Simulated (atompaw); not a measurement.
manganese: PAW (atompaw) pseudisation with PBE, scalar-relativistic reference atom.

manganese (Mn), PAW, made with atompaw 4.2.0.5 (PBE, scalar-relativistic). Core [Ar], reference 3d6 4s1 4p0. Waves: 4s (bound): rc 3.00 bohr; 4s channel at 1.6 Ry: rc 1.80 bohr; 4p (bound, empty): rc 3.00 bohr; 4p channel at 0.8 Ry: rc 3.00 bohr; 3d (bound): rc 1.75 bohr; 3d channel at 3.35 Ry: rc 1.75 bohr. Local part: bessel scheme, radius 2.70 bohr. Core correction: smooth core density matched at 1.70 bohr. Augmentation charge: sinc compensation charge, radius 2.35 bohr; PAW radius 3.00 bohr; waves and projectors: custom rrkj gramschmidtortho.

All-electron outer shells of the reference configuration (PBE, scalar-relativistic, ld1.x):

```
shell  level (eV)  outermost node (bohr)  outermost maximum (bohr)
   3s      -81.62                   0.34                      0.74
   3p      -50.47                   0.31                      0.75
   4s       -4.13                   1.06                      2.63
   3d       -3.37                      –                      0.77
   4p       -0.93                   1.18                      3.83
```

Calculated quality:

```
Cutoffs needed                                           : 35 Ry and 55 Ry (the cutoffs (Ry, on a coarse ladder) from which the occupation-weighted sum of valence levels, in a spherical-Bessel basis at the reference potential, stays within 10 and 1 mRy of its value at 400 Ry)
Ghost test                                               : no extra level below or beside the all-electron valence levels (s, p, d, f tested) (spherical-Bessel basis up to 400 Ry, 20 bohr box)
Lowest eigenvalue of the overlap operator                : 0.43 (s channel)
Overlap eigenvalues printed by atompaw (projector basis) : 0.214, 0.593, 0.989, 5.88, 18, 71.6
Share of each valence orbital outside the PAW sphere     : 4s 53 %, 4p 84 %, 3d 6 %
```

Generation and tests took about 8.2 s on one core of a shared server CPU.
